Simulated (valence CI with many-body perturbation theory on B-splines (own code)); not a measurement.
Questions on W⁶⁸⁺

Level of theory: relativistic CI+MBPT: four valence electrons over a frozen Dirac-Fock core [He], radial functions for each j: 9 s, 9 p, 8 d, 6 f, 3 g, 1 h, with the one-electron correlation potential Σ1, the two-electron term Σ2, the three-electron term Σ3, Breit, model QED; selected CI, second order for the rest, scaled by the run's own slope (own B-spline code, finite nucleus).

The last digits are not significant, and no measured levels were compared; by estimate large intervals hold to a few tenths of a per cent, small ones and those within an open d or f shell to about a per cent.

Levels are named by their leading jj configuration (3d3/2^4 stands for four electrons in 3d with j = 3/2), which in mixed levels can hold well under half, so a name can repeat and another be missing.

Rates and lifetimes use the calculated energies. Strong lines usually hold to 10 to 20 %, long lifetimes can be off by a factor of two.

(1) What is the ground level?

(2) How well does LS coupling describe the low levels?

(3) What are the static dipole polarisabilities of the lowest levels?

(4) Where does the other parity begin?

(5) Among levels below 92282 × 10³ cm⁻¹, which E1 lines absorb most strongly from the ground level?

(6) What is the ionisation energy?

(7) Name the longest-lived excited levels whose lifetime is computed, and their main decay.

Results:

(1) (2s^2 2p1/2^2) J=0, composition 68 % 2s2.2p2 3P + 32 % 2s2.2p2 1S.

(2) Among the lowest 20 levels the leading LS term, summed over configurations, holds 67 % on average. For single configurations the figures are 67 % in LS and 100 % in jj coupling. Terms mix most in the J = 1 level at 14532 × 10³ cm⁻¹, where the leading one holds 31 %.

(3) (2s^2 2p1/2^2) J=0 7.57e-05 bohr³, of which the core gives 2.19e-07.

(4) At (2s 2p1/2^2 2p3/2) J=2, 13821 × 10³ cm⁻¹.

(5) to (2s^2 2p1/2 3d3/2) J=1 at 0.1124 nm, f = 1.08; to (2s 2p1/2^2 3p1/2) J=1 at 0.1150 nm, f = 0.324; to (2s 2p1/2^2 3p3/2) J=1 at 0.1105 nm, f = 0.292.

(6) 18419 eV; NIST lists 18476 ± 4 eV (semi-empirical).

(7) (2s^2 2p1/2 2p3/2) J=2 at 11531 × 10³ cm⁻¹ lives 11.0 ns, mostly by E2 to (2s^2 2p1/2^2) J=0; (2s^2 2p1/2 2p3/2) J=1 at 11384 × 10³ cm⁻¹ lives 58.0 ps, mostly by M1 to (2s^2 2p1/2^2) J=0; (2s 2p1/2^2 2p3/2) J=2 at 13821 × 10³ cm⁻¹ lives 30.1 ps, mostly by E1 to (2s^2 2p1/2 2p3/2) J=1.
